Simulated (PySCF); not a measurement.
CH4BeSe (SMILES [CH3][Be][SeH]), singlet, at a GFN2-xTB geometry (such geometries of metal compounds can be far from the true shape). Base run: PySCF with HF/def2-SVP, polarisability.

Here is a job for PySCF.
```python
from pyscf import gto, scf
from pyscf.prop import polarizability

mol = gto.Mole()
mol.atom = '''
    Be    0.771632   -0.801705   -0.184456
    C     2.022081   -1.881077   -0.653946
    H     1.706228   -2.922347   -0.705895
    H     2.884303   -1.891150    0.011349
    H     2.440092   -1.675332   -1.639539
    Se   -0.612122    0.611098    0.168977
    H    -1.437503    0.204782    1.250362
'''
mol.basis = 'def2-svp'
mol.charge = 0
mol.spin = 0
mol.verbose = 3
mol.build()

mf = scf.RHF(mol)
mf.kernel()
alpha = mf.Polarizability().polarizability()[2, 2]
print('alpha_zz =', alpha)
```

Each row names what was changed in the base input (with any setting that the change needs).

```tsv
change	alpha_zz (bohr³)	basis functions	core-seconds (rough)
base	38.98	75	2
finite field (a.u.) = 0.001; conv_tol = 1e-6	38.97	75	2
basis = STO-3G	17.93	32	0.6
basis = aug-cc-pVDZ	49.33	118	10
functional = camb3lyp	40.19	75	30
finite field (a.u.) = 0.02; conv_tol = 1e-11	39.06	75	3
functional = pbe0	40.53	75	20
basis = cc-pVDZ	39.68	75	3
functional = pbe	41.63	75	20
finite field (a.u.) = 0.005; conv_tol = 1e-11	38.98	75	3
finite field (a.u.) = 0.001; conv_tol = 1e-11	38.98	75	3
basis = def2-TZVP	45.71	122	10
```

Finite-field rows take the second difference of the energy in a field along z; a small field with loose convergence shows SCF noise divided by the square of the field, and a large one adds hyperpolarisability.
